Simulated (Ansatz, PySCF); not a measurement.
Pair of molecules: GeH4 (SMILES [GeH4]) (first 5 atoms) with CH6Si (SMILES C[SiH3]); geometry from B3LYP-D3(BJ)/def2-TZVP.
(charge 0, multiplicity 1):
```
atom    x (Å)    y (Å)    z (Å)
----  -------  -------  -------
Ge     0.1870  -0.1501   0.2054
H      0.7029  -1.1953   1.2046
H      0.8688  -0.3583  -1.1547
H      0.4969   1.2577   0.7319
H     -1.3327  -0.3117   0.0450
C     -1.2805   0.3308   3.9096
Si     0.4707  -0.0694   4.4523
H     -1.4430   1.4097   3.8847
H     -2.0057  -0.1043   4.5997
H     -1.4884  -0.0651   2.9145
H      1.4607   0.5862   3.5652
H      0.7077  -1.5328   4.4161
H      0.7007   0.4073   5.8383
```

Interaction energies are E(AB) − E(A) − E(B) at the monomers' geometry in the complex; basis-set methods are counterpoise corrected. Rows marked so take none.

Rows in 6-31G* carry no dispersion term and start afresh at each structure (6-31G* with six Cartesian d functions); the Pople sets are all-electron and without relativity. MP2/6-31G* freezes PySCF's default core, which leaves 3d correlated.

Codes used: Ansatz (Gaussian orbitals); PySCF for 6-31G* rows, the dispersion terms. Values without a source in brackets are computed.

Task: One of these levels gives -1.39 kcal/mol for the interaction energy. Which one is it?
A. MP2/6-31G* (no counterpoise)
B. HF/def2-SVPD
C. BLYP-D3(BJ)/def2-TZVPPD

Result: C, BLYP-D3(BJ)/def2-TZVPPD. The others give 1.30 (HF/def2-SVPD), -0.48 (MP2/6-31G* (no counterpoise))

Ansatz is a quantum-chemistry and plane-wave program.
